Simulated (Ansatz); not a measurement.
Input file for `O=C1NB1O`:

```yaml
crystal:
  periodic: [false, false, false]
  atoms:
    - {symbol: O, position_ang: [-0.130195, -2.282002, 0.732358]}
    - {symbol: C, position_ang: [-0.101575, -1.164093, 0.322228]}
    - {symbol: N, position_ang: [0.581164, 0.023274, 0.650551]}
    - {symbol: B, position_ang: [-0.304200, 0.142510, -0.433488]}
    - {symbol: O, position_ang: [-0.798398, 0.985328, -1.346520]}
    - {symbol: H, position_ang: [1.265533, 0.346011, 1.324164]}
    - {symbol: H, position_ang: [-0.451028, 1.880873, -1.294992]}
basis:
  gaussian: {orbitals: def2-TZVPP}
correlation: {method: ccsd_t}
output: {orbitals: {seedname: orbitals}}
```

```sh
$ ansatz run in.yaml --threads 2 --pin off --events-out ev --progress --plain --max-ram 4352MiB
```

Log, shortened:

```
Functional definition: HF
1154 factors; integrals over basis functions are off by at most 9.7e-4 eV
mean field evaluation 1: about -7289.0678 eV, gradient 4.7e1 eV
mean field evaluation 2: about -7289.3071 eV, gradient 4.7e1 eV
mean field evaluation 4: about -7293.5155 eV, gradient 5.0e0 eV
mean field evaluation 8: about -7293.6066 eV, gradient 5.9e-1 eV
mean field evaluation 16: about -7293.6088 eV, gradient 1.3e-6 eV
mean field -7293.60884807 eV, -268.0351813810 hartree, gradient 1.3e-6 eV, S^2 0.000000; 0 other end points of the search recorded, 0 dependent functions left out
5 core orbitals not correlated: weight in the atoms' cores, before any rotation towards them, 1.000 or more for the frozen orbitals, at most 0.000 for the correlated occupied ones
reference -7293.60884807 eV, -268.0351813810 hartree; 13, 13 occupied and 165, 165 virtual orbitals, 1154 factors
second order -24.71767524 eV of doubles, -0.00000000 eV of singles
cycle   1  -24.09456972 eV  change    6.2e-1 eV  update   1.2e-1
cycle   2  -24.71503706 eV  change   -6.2e-1 eV  update   4.0e-2
cycle   3  -24.87114391 eV  change   -1.6e-1 eV  update   2.0e-2
cycle   4  -24.85476496 eV  change    1.6e-2 eV  update   5.6e-3
cycle   5  -24.84855749 eV  change    6.2e-3 eV  update   2.5e-3
cycle   6  -24.85007574 eV  change   -1.5e-3 eV  update   8.4e-4
cycle   7  -24.84981899 eV  change    2.6e-4 eV  update   3.3e-4
cycle   8  -24.84953068 eV  change    2.9e-4 eV  update   1.2e-4
cycle   9  -24.84953255 eV  change   -1.9e-6 eV  update   5.0e-5
cycle  10  -24.84957837 eV  change   -4.6e-5 eV  update   2.0e-5
cycle  11  -24.84954189 eV  change    3.6e-5 eV  update   7.8e-6
cycle  12  -24.84954865 eV  change   -6.8e-6 eV  update   2.9e-6
perturbative correction -1.12837693 eV, -0.0414670872 hartree
Total energy: -7319.58677364 eV, -268.9898525373 hartree
```

It took 64 s on 2 threads of an Arm Neoverse V2 on a shared host, with 2 GiB of host memory at the peak.

The correlation energy is -25.978 eV, 4.3 % of it from (T); the T1 diagnostic reads 0.0162.
